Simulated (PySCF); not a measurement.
## Bond energies at PBE0/def2-SVP beside a composite method

PySCF, lowest determinants of a PBE0 search. The composite is CCSD(T) extrapolated to the basis-set limit from two correlation-consistent sets, with core-valence (CV) and scalar-relativistic (SR) terms as its label shows; it has no spin–orbit coupling and nothing beyond (T).

```csv
species,state (unpaired electrons),De PBE0 (eV),De composite (eV),composite,dissociates to
HgF,doublet (σ ↑),1.24,1.36,CCSD(T)/CBS(DT),Hg + F
MgCl,doublet (σ ↑),3.39,3.29,CCSD(T)/CBS(DT)+CV,Mg + Cl
ICl,singlet (closed shell),2.19,2.43,CCSD(T)/CBS(TQ)+CV,I + Cl
CsH,singlet (closed shell),1.58,1.85,CCSD(T)/CBS(TQ),Cs + H
P₂⁺,doublet (π ↑),4.72,5.02,CCSD(T)/CBS(TQ)+CV+SR,P⁺ + P
OH⁺,triplet (π ↑↑),5.25,5.21,CCSD(T)/CBS(TQ)+CV+SR,H⁺ + O
NaH,singlet (closed shell),1.75,1.96,CCSD(T)/CBS(TQ)+SR,Na + H
SnC,"triplet (σ ↑, π ↑)",3.10,3.20,CCSD(T)/CBS(DT),Sn + C
```

**Question.** Does PBE0 bind more or less than the composite, by how much on average, and where is the difference largest?

**Answer.** PBE0/def2-SVP binds less on average, method and basis taken together: the mean signed difference is -0.14 eV and the mean absolute one 0.17 eV; it is largest for P₂⁺ (-0.30 eV).

The molecules are drawn from runs that passed checks on state, spin purity and fit, so the hardest cases are missing and the errors look smaller than over all diatomics.

Correlated steps freeze the inner cores (1 to 23 orbitals); shallow outer-core shells are correlated. Spin–orbit coupling is left out, which matters for elements this heavy, above all for dissociation energies. For an ion De counts to the pair picked by the measured ionisation energies or electron affinities, which need not be the lowest pair at this level. Where the molecule has an RHF reference, its open-shell atoms are computed with UHF. The CCSD T1 diagnostic is raised in HgF, SnC, a sign that a single reference may not be enough there. States were picked by a PBE0 search and need not be the measured ground states.
